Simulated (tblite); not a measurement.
Question: Give a GFN2-xTB geometry of InChI=1S/C6H7ClFO/c1-6(2-3-7)9-5-4-8/h2,4-5H,1,3H2/b5-4-. (Doublet state.)

Answer: 
```
atom  x, y, z in Å
C1    -0.8926   -1.8051   -0.2128
C2    -0.6453   -0.4745   -0.0005
C3    -1.6637    0.4528    0.2320
C4    -1.4222    1.8868    0.3880
Cl5   -1.8117    2.7208   -1.1987
O6     0.6294    0.0321    0.0652
C7     1.6298   -0.5954   -0.5981
C8     2.9116   -0.3997   -0.3190
F9     3.3271    0.3873    0.6878
H10   -0.1059   -2.5288   -0.3155
H11   -1.9034   -2.1593   -0.2602
H12   -2.6816    0.1013    0.2170
H13   -2.0853    2.3564    1.1124
H14   -0.3786    2.1148    0.5916
H15    1.3607   -1.2414   -1.4243
H16    3.7241   -0.8391   -0.8726
```

Any rigid rotation of these coordinates is as good. Atoms count from 1 in this order. C3 (carbon bonded to 2 C and H) is planar (angles 123.2°, 118.5° and 118.0°, sum 359.8°, 0.03 Å off the plane of its three neighbours). The 4 C–C bonds span 1.326 Å (C7=C8, drawn double) to 1.463 Å (C3–C4, drawn single), a spread of 0.137 Å. C2 (carbon bonded to 2 C and O) is planar (angles 122.6°, 122.2° and 115.1°, sum 359.9°, 0.02 Å off the plane of its three neighbours). Of the pairs four or more bonds apart, O6···H14 is among the closest relative to their van der Waals radii: 2.37 Å, 87 % of the sum of Bondi's values.

Bonds between heavy atoms (Å): C1=C2 1.370, C2–C3 1.397, C3–C4 1.463, C4–Cl5 1.834, C2–O6 1.373, O6–C7 1.354, C7=C8 1.326, C8–F9 1.344.

Structure optimised with GFN2-xTB, isolated species. This method treats the open shell by occupation alone, without spin polarisation.

Point group: C1 (no symmetry element, even within 0.4 Å). Its GFN2-xTB frequencies are all real (lowest 26 cm⁻¹). Torsions: C1–C2–C3–C4 -177°, C2–C3–C4–Cl5 100°, C1–C2–O6–C7 27°, C2–O6–C7–C8 -162°.

On Arm Neoverse V1, one thread, shared host, this took 0.77 s of wall time. These figures are those of the optimisation.

One conformer stands for the species.

The numbers are calculated, not measured.
